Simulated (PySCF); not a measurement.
SMILES c1csc(-c2cccs2)c1 (C₈H₆S₂), singlet, GFN2-xTB optimised geometry.

```
16

C     -0.32    -2.99     0.00
C      1.04    -2.99     0.00
S      1.69    -1.40     0.00
C      0.09    -0.71     0.00
C     -0.09     0.71     0.00
C      0.86     1.69     0.00
C      0.31     2.99     0.00
C     -1.04     2.99     0.00
S     -1.69     1.40     0.00
C     -0.86    -1.69     0.00
H     -0.91    -3.89     0.00
H      1.71    -3.83     0.00
H      1.91     1.48     0.00
H      0.91     3.89     0.00
H     -1.71     3.82     0.00
H     -1.91    -1.48     0.00
```

Density from PySCF 2.14.0 with CAM-B3LYP/def2-TZVP at that geometry.

Minimum of the electron density along straight lines between bonded atoms, close to the bond critical point (lines longer than 1.1 times the sum of covalent radii, or with two minima, are not listed):

```
bond     length / Å  ρ at the minimum / e bohr⁻³  ∇²ρ there / e bohr⁻⁵  position (fraction from the first atom)
-------  ----------  ---------------------------  --------------------  ---------------------------------------
C1–C2         1.358                        0.336                 -1.00                                     0.49
C2–S3         1.719                        0.219                 -0.47                                     0.48
S3–C4         1.742                        0.210                 -0.42                                     0.52
C4–C5         1.429                        0.298                 -0.88                                     0.50
C5–C6         1.370                        0.330                 -0.97                                     0.52
C6–C7         1.408                        0.309                 -0.90                                     0.50
C7–C8         1.358                        0.336                 -1.00                                     0.49
C5–S9         1.742                        0.210                 -0.42                                     0.48
C8–S9         1.719                        0.219                 -0.47                                     0.48
C1–C10        1.408                        0.309                 -0.90                                     0.50
C4–C10        1.370                        0.330                 -0.97                                     0.52
C1–H11        1.075                        0.290                 -1.06                                     0.65
C2–H12        1.072                        0.292                 -1.07                                     0.65
C6–H13        1.076                        0.289                 -1.05                                     0.65
C7–H14        1.075                        0.290                 -1.06                                     0.65
C8–H15        1.072                        0.292                 -1.07                                     0.65
C10–H16       1.076                        0.289                 -1.05                                     0.65
```
